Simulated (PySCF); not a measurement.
CClF2, doublet, at a GFN2-xTB geometry, with bond 1-2 at 2.0 times its length; HF/6-31G** (PySCF).

Here is a job for PySCF.
```python
from pyscf import gto, scf

mol = gto.M(
    atom='''
F    -1.893009   -2.055113   -0.371187
C    -0.393564    0.039396    0.308836
F    -0.982056    1.161434   -0.102432
Cl    1.264086   -0.095209   -0.038268
''',
    basis='6-31g**',
    charge=0,
    spin=1,
    verbose=4,
)

mf = scf.UHF(mol)
mf.level_shift = 0.5
mf.max_cycle = 100
mf.kernel()
```

Predict the main parts of the log of this PySCF run.


```
PySCF version 2.14.0

[INPUT] verbose = 4
[INPUT] num. atoms = 4
[INPUT] num. electrons = 41
[INPUT] charge = 0
[INPUT] spin (= nelec alpha-beta = 2S) = 1
[INPUT] symmetry False subgroup None
[INPUT] Mole.unit = angstrom
[INPUT] Symbol           X                Y                Z      unit          X                Y                Z       unit  Magmom
[...]
nuclear repulsion = 129.877384884622
number of shells = 26
number of NR pGTOs = 132
number of NR cGTOs = 60
basis = 6-31g**
ecp = {}

******** <class 'pyscf.scf.uhf.UHF'> ********
method = UHF
initial guess = minao
damping factor = 0
level_shift factor = 0.5
DIIS = <class 'pyscf.scf.diis.CDIIS'>
diis_start_cycle = 1
diis_space = 8
diis_damp = 0
SCF conv_tol = 1e-09
SCF conv_tol_grad = None
SCF max_cycles = 100
direct_scf = True
direct_scf_tol = 1e-13
number electrons alpha = 21  beta = 20
Set gradient conv threshold to 3.16228e-05
init E= -695.883433869146

cycle= 1 E= -695.523594641542  delta_E= 0.36  |g|= 0.829  |ddm|= 1.35
cycle= 2 E= -695.853653623228  delta_E= -0.33  |g|= 0.256  |ddm|= 0.763
cycle= 3 E= -695.884777749669  delta_E= -0.0311  |g|= 0.103  |ddm|= 0.191
cycle= 4 E= -695.897146785491  delta_E= -0.0124  |g|= 0.0715  |ddm|= 0.124
cycle= 5 E= -695.907074183208  delta_E= -0.00993  |g|= 0.0567  |ddm|= 0.12
cycle= 6 E= -695.91560922473  delta_E= -0.00854  |g|= 0.0586  |ddm|= 0.101
cycle= 7 E= -695.916064616016  delta_E= -0.000455  |g|= 0.0718  |ddm|= 0.0347
cycle= 8 E= -695.915397218424  delta_E= 0.000667  |g|= 0.0782  |ddm|= 0.0183
cycle= 9 E= -695.913341301723  delta_E= 0.00206  |g|= 0.0777  |ddm|= 0.0286
cycle= 10 E= -695.910768620164  delta_E= 0.00257  |g|= 0.0707  |ddm|= 0.0433
cycle= 11 E= -695.908620171426  delta_E= 0.00215  |g|= 0.059  |ddm|= 0.0613
cycle= 12 E= -695.907868377572  delta_E= 0.000752  |g|= 0.0458  |ddm|= 0.0673
cycle= 13 E= -695.907714244994  delta_E= 0.000154  |g|= 0.0314  |ddm|= 0.0694
cycle= 14 E= -695.908087568631  delta_E= -0.000373  |g|= 0.0232  |ddm|= 0.0539
cycle= 15 E= -695.908497915239  delta_E= -0.00041  |g|= 0.0213  |ddm|= 0.0364
cycle= 16 E= -695.908717651616  delta_E= -0.00022  |g|= 0.0199  |ddm|= 0.0213
cycle= 17 E= -695.908609288781  delta_E= 0.000108  |g|= 0.0198  |ddm|= 0.032
cycle= 18 E= -695.908564550851  delta_E= 4.47e-05  |g|= 0.0199  |ddm|= 0.0256
cycle= 19 E= -695.908578666922  delta_E= -1.41e-05  |g|= 0.0197  |ddm|= 0.0119
cycle= 20 E= -695.908516163361  delta_E= 6.25e-05  |g|= 0.0187  |ddm|= 0.00885
cycle= 21 E= -695.908807469457  delta_E= -0.000291  |g|= 0.0195  |ddm|= 0.0107
cycle= 22 E= -695.908686139817  delta_E= 0.000121  |g|= 0.0187  |ddm|= 0.0067
cycle= 23 E= -695.908503966326  delta_E= 0.000182  |g|= 0.0175  |ddm|= 0.00985
cycle= 24 E= -695.90830889428  delta_E= 0.000195  |g|= 0.0155  |ddm|= 0.0147
cycle= 25 E= -695.908130818847  delta_E= 0.000178  |g|= 0.0127  |ddm|= 0.0209
cycle= 26 E= -695.907984796509  delta_E= 0.000146  |g|= 0.00953  |ddm|= 0.0188
cycle= 27 E= -695.907940350782  delta_E= 4.44e-05  |g|= 0.00728  |ddm|= 0.0144
cycle= 28 E= -695.907897540415  delta_E= 4.28e-05  |g|= 0.00571  |ddm|= 0.0124
cycle= 29 E= -695.907897785277  delta_E= -2.45e-07  |g|= 0.00439  |ddm|= 0.00647
cycle= 30 E= -695.907893164826  delta_E= 4.62e-06  |g|= 0.00392  |ddm|= 0.00358
cycle= 31 E= -695.907890924407  delta_E= 2.24e-06  |g|= 0.00358  |ddm|= 0.00307
cycle= 32 E= -695.907887428561  delta_E= 3.5e-06  |g|= 0.00348  |ddm|= 0.00254
cycle= 33 E= -695.907886114303  delta_E= 1.31e-06  |g|= 0.00341  |ddm|= 0.00128
cycle= 34 E= -695.907885416843  delta_E= 6.97e-07  |g|= 0.00334  |ddm|= 0.00128
cycle= 35 E= -695.907888885678  delta_E= -3.47e-06  |g|= 0.00339  |ddm|= 0.00111
cycle= 36 E= -695.907887729377  delta_E= 1.16e-06  |g|= 0.00343  |ddm|= 0.00103
cycle= 37 E= -695.907885928564  delta_E= 1.8e-06  |g|= 0.00335  |ddm|= 0.000965
cycle= 38 E= -695.907887837201  delta_E= -1.91e-06  |g|= 0.00332  |ddm|= 0.0013
cycle= 39 E= -695.907887175395  delta_E= 6.62e-07  |g|= 0.0033  |ddm|= 0.000368
[...]
cycle= 54 E= -695.907870916406  delta_E= 1.43e-07  |g|= 0.00161  |ddm|= 0.000679
cycle= 55 E= -695.907870360475  delta_E= 5.56e-07  |g|= 0.00156  |ddm|= 0.000322
cycle= 56 E= -695.907869871759  delta_E= 4.89e-07  |g|= 0.00153  |ddm|= 0.000309
cycle= 57 E= -695.907868543939  delta_E= 1.33e-06  |g|= 0.00146  |ddm|= 0.00125
cycle= 58 E= -695.907868104535  delta_E= 4.39e-07  |g|= 0.00135  |ddm|= 0.000946
cycle= 59 E= -695.907869163263  delta_E= -1.06e-06  |g|= 0.00114  |ddm|= 0.00301
cycle= 60 E= -695.907869496422  delta_E= -3.33e-07  |g|= 0.000978  |ddm|= 0.00129
cycle= 61 E= -695.907870294404  delta_E= -7.98e-07  |g|= 0.000846  |ddm|= 0.00229
cycle= 62 E= -695.907870682949  delta_E= -3.89e-07  |g|= 0.000714  |ddm|= 0.00197
cycle= 63 E= -695.907870983752  delta_E= -3.01e-07  |g|= 0.000621  |ddm|= 0.0012
cycle= 64 E= -695.907871081822  delta_E= -9.81e-08  |g|= 0.000596  |ddm|= 0.00178
cycle= 65 E= -695.907871169973  delta_E= -8.82e-08  |g|= 0.000546  |ddm|= 0.00139
cycle= 66 E= -695.907871396339  delta_E= -2.26e-07  |g|= 0.000535  |ddm|= 0.00126
cycle= 67 E= -695.907871291967  delta_E= 1.04e-07  |g|= 0.000502  |ddm|= 0.000838
cycle= 68 E= -695.90787122641  delta_E= 6.56e-08  |g|= 0.000464  |ddm|= 0.000436
cycle= 69 E= -695.907871056915  delta_E= 1.69e-07  |g|= 0.000412  |ddm|= 0.000513
cycle= 70 E= -695.907871037569  delta_E= 1.93e-08  |g|= 0.000385  |ddm|= 0.000474
cycle= 71 E= -695.907870993265  delta_E= 4.43e-08  |g|= 0.000363  |ddm|= 0.000433
cycle= 72 E= -695.907870935778  delta_E= 5.75e-08  |g|= 0.000343  |ddm|= 0.000408
cycle= 73 E= -695.90787096601  delta_E= -3.02e-08  |g|= 0.00033  |ddm|= 0.000308
cycle= 74 E= -695.907870889821  delta_E= 7.62e-08  |g|= 0.000338  |ddm|= 0.000457
cycle= 75 E= -695.90787079848  delta_E= 9.13e-08  |g|= 0.000345  |ddm|= 0.000417
cycle= 76 E= -695.907870813838  delta_E= -1.54e-08  |g|= 0.000326  |ddm|= 0.0001
cycle= 77 E= -695.907871008247  delta_E= -1.94e-07  |g|= 0.000351  |ddm|= 0.000425
cycle= 78 E= -695.907870939014  delta_E= 6.92e-08  |g|= 0.000325  |ddm|= 0.000668
cycle= 79 E= -695.907870912091  delta_E= 2.69e-08  |g|= 0.00029  |ddm|= 0.000315
cycle= 80 E= -695.907870885804  delta_E= 2.63e-08  |g|= 0.000256  |ddm|= 0.000388
cycle= 81 E= -695.90787091073  delta_E= -2.49e-08  |g|= 0.000228  |ddm|= 0.000641
cycle= 82 E= -695.9078709352  delta_E= -2.45e-08  |g|= 0.000197  |ddm|= 0.000454
cycle= 83 E= -695.907870979121  delta_E= -4.39e-08  |g|= 0.000181  |ddm|= 0.000565
cycle= 84 E= -695.907871014259  delta_E= -3.51e-08  |g|= 0.00016  |ddm|= 0.000542
cycle= 85 E= -695.907871035697  delta_E= -2.14e-08  |g|= 0.000127  |ddm|= 0.000367
cycle= 86 E= -695.907871059423  delta_E= -2.37e-08  |g|= 0.000122  |ddm|= 0.000531
cycle= 87 E= -695.907871070698  delta_E= -1.13e-08  |g|= 8.37e-05  |ddm|= 0.000237
cycle= 88 E= -695.90787107732  delta_E= -6.62e-09  |g|= 7.9e-05  |ddm|= 0.000311
cycle= 89 E= -695.907871082553  delta_E= -5.23e-09  |g|= 6.41e-05  |ddm|= 0.000214
cycle= 90 E= -695.907871086641  delta_E= -4.09e-09  |g|= 4.95e-05  |ddm|= 0.00013
cycle= 91 E= -695.90787108856  delta_E= -1.92e-09  |g|= 4.16e-05  |ddm|= 6.99e-05
cycle= 92 E= -695.907871088495  delta_E= 6.5e-11  |g|= 4.15e-05  |ddm|= 6.55e-05
cycle= 93 E= -695.907871088623  delta_E= -1.27e-10  |g|= 4.02e-05  |ddm|= 4e-05
cycle= 94 E= -695.907871088838  delta_E= -2.15e-10  |g|= 4.02e-05  |ddm|= 2.57e-05
cycle= 95 E= -695.90787108957  delta_E= -7.32e-10  |g|= 4e-05  |ddm|= 2.04e-05
cycle= 96 E= -695.907871092065  delta_E= -2.5e-09  |g|= 4.31e-05  |ddm|= 3.85e-05
cycle= 97 E= -695.907871090845  delta_E= 1.22e-09  |g|= 4.29e-05  |ddm|= 2.71e-05
cycle= 98 E= -695.907871091069  delta_E= -2.24e-10  |g|= 4.25e-05  |ddm|= 3.63e-05
cycle= 99 E= -695.907871090806  delta_E= 2.64e-10  |g|= 4.32e-05  |ddm|= 5.54e-05
cycle= 100 E= -695.907871090433  delta_E= 3.73e-10  |g|= 4.11e-05  |ddm|= 1.59e-05
SCF not converged.
SCF energy = -695.907871090433 after 100 cycles  <S^2> = 0.81446109  2S+1 = 2.0634545
```

The run did not converge; its last values are not results.
